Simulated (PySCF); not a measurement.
## Two-component Hartree-Fock for Os⁵²⁺ (osmium, charge +52)

Start: [Ar] 3d6; 3d3/2 filled at m_j = -3/2, -1/2, +1/2, +3/2; 3d5/2 filled at m_j = +3/2, +5/2. Calculated with PySCF 2.14 in an even-tempered Gaussian basis (15 s from 14 bohr⁻², ratio 2.8; 13 p from 18 bohr⁻², ratio 2.8; 8 d from 18 bohr⁻², ratio 2.8; 3 f from 63 bohr⁻², ratio 3): generalised Hartree-Fock with the X2C-1e Hamiltonian and a Gaussian nucleus; one run each with spin-orbit coupling (SO) switched off, then screened by Boettger's factors.

| spinor shell | electrons | ε, spin-free (eV) | ε, screened SO (eV) | weight of nominal j (screened SO) | rms radius, screened SO (bohr) |
| --- | --- | --- | --- | --- | --- |
| 1s1/2 | 2 | -77516.8 | -77488.0 | 1.000 | 0.0200 |
| 2s1/2 | 2 | -16233.9 | -16222.8 | 1.000 | 0.0806 |
| 2p1/2 | 2 | -14560.9 | -15673.9 | 1.000 | 0.0684 |
| 3s1/2 | 2 | -5957.3 | -5953.8 | 1.000 | 0.200 |
| 3p1/2 | 2 | -5449.4 | -5730.6 | 1.000 | 0.191 |
| 3p3/2 | 4 | -5449.4 | -5332.5 | 1.000 | 0.205 |
| 3d3/2 | 4 | -4964.1 | -5004.2 | 0.992 | 0.176 |
| 3d5/2 | 2 | -4964.1 | -4922.5 | 0.992 | 0.180 |

Where does 2p3/2 lie, and what is the 2p spin-orbit splitting (screened SO)?

At -14108.5 eV, 1565.4 eV above 2p1/2.

| quantity | spin-free | screened SO |
| --- | --- | --- |
| E (hartree) | -14897.41702 | -14923.35536 |
| M_J | 4 | 4 |
| ⟨J²⟩ | 20.000 | 20.005 |
| ⟨L²⟩ | 6.000 | 12.987 |
| ⟨S²⟩ | 6.000 | 2.874 |

Each row is a mean over spinors that exchange with the open shell spreads, by up to 41.226 eV (3p3/2).

Breit and QED terms are absent; they matter most for the inner s and p1/2 levels.

Densities and radii are taken from the X2C orbitals without a picture-change correction, which distorts them close to the nucleus.

Without spin-orbit coupling the j labels of p, d and f shells carry no meaning; the spin-free column gives the mean over the occupied spinors of each nl shell.
